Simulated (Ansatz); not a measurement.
```yaml
crystal:
  periodic: [false, false, false]
  atoms:
    - {symbol: Mo, position_ang: [-0.450967, 1.489572, -1.372872]}
    - {symbol: Mo, position_ang: [-1.349408, 0.781708, 1.370057]}
    - {symbol: Mo, position_ang: [1.500161, -1.332467, 0.147309]}
    - {symbol: O, position_ang: [1.253483, -2.845964, -1.169429]}
    - {symbol: O, position_ang: [-2.974042, 0.034700, 1.165958]}
    - {symbol: O, position_ang: [3.166891, -1.150057, 0.742922]}
    - {symbol: O, position_ang: [0.198483, -0.416314, 1.439645]}
    - {symbol: O, position_ang: [0.783512, -3.219115, 0.260546]}
    - {symbol: O, position_ang: [-1.779493, 0.967624, -2.469237]}
    - {symbol: O, position_ang: [-1.335722, 2.211126, 2.464814]}
    - {symbol: O, position_ang: [-0.041743, 3.238473, -1.500675]}
    - {symbol: O, position_ang: [1.028847, 0.240712, -1.079028]}
basis:
  gaussian: {orbitals: def2-mTZVPP}
total_charge: -1
magnetization: {spin_polarized: false, initial_magnetization: 1}
hamiltonian: {xc: {name: B3LYP}, dispersion: d4}
scf: {omitted_lower_state_checks: [starts]}
output: {forces: true}
```

```sh
$ ansatz run in.yaml --threads 4 --pin off --events-out ev --progress --plain --max-ram 6963MiB
```

Shortened log:

```
Functional definition: B3LYP
2433 factors; their error is unknown
mean field evaluation 1: about -23948.3994 eV, gradient 1.8e2 eV
mean field evaluation 2: about -22704.8937 eV, gradient 6.6e2 eV
mean field evaluation 4: about -23679.9929 eV, gradient 2.8e2 eV
mean field evaluation 8: about -23996.9665 eV, gradient 5.5e1 eV
mean field evaluation 16: about -24009.4267 eV, gradient 8.0e-4 eV
mean field -24009.42666534 eV, -882.3301557775 hartree, gradient 1.7e-5 eV, S^2 0.750000; 0 other end points of the search recorded, 0 dependent functions left out
reference -24009.42711257 eV, -882.3301722127 hartree; 58, 57 occupied and 257, 258 virtual orbitals, 2433 factors
Total energy: -24010.38187023 eV, -882.3652589094 hartree
Atom 0 at    -0.450967     1.489572    -1.372872 Å, force     0.301141     0.246803    -1.423988 eV/Å
Atom 1 at    -1.349408     0.781708     1.370057 Å, force    -0.596412    -0.474938     1.280209 eV/Å
Atom 2 at     1.500161    -1.332467     0.147309 Å, force     1.782738    -0.872551     0.360959 eV/Å
Atom 3 at     1.253483    -2.845964    -1.169429 Å, force    -0.253429     0.826855     2.254863 eV/Å
Atom 4 at    -2.974042     0.034700     1.165958 Å, force     3.269396     1.594980     0.387860 eV/Å
Atom 5 at     3.166891    -1.150057     0.742922 Å, force    -3.466251    -0.345143    -1.229114 eV/Å
Atom 6 at     0.198483    -0.416314     1.439645 Å, force    -1.707620     1.316756    -0.614036 eV/Å
Atom 7 at     0.783512    -3.219115     0.260546 Å, force     0.932042     1.768526    -1.354666 eV/Å
Atom 8 at    -1.779493     0.967624    -2.469237 Å, force     2.644641     1.122257     2.265768 eV/Å
Atom 9 at    -1.335722     2.211126     2.464814 Å, force    -0.076205    -2.825521    -2.252547 eV/Å
Atom 10 at    -0.041743     3.238473    -1.500675 Å, force    -0.897336    -3.492764     0.280718 eV/Å
Atom 11 at     1.028847     0.240712    -1.079028 Å, force    -1.932705     1.134740     0.043976 eV/Å
Dipole moment:     0.105083     0.219959     0.091007 e Å
Checks for a lower state left out: starts
```

It took 46 s on 4 threads of Arm Neoverse V2 on a shared host, peak host memory 2.1 GiB.

In the def2 sets Mo takes a core potential; there is no spin–orbit coupling. B3LYP takes the VWN-RPA correlation. The highest occupied level of an anion often lies above zero with these methods, and sets without diffuse functions describe the outer electron poorly.

With spin_polarized false and unpaired electrons the run is restricted open-shell.

The dipole of an ion depends on the origin.
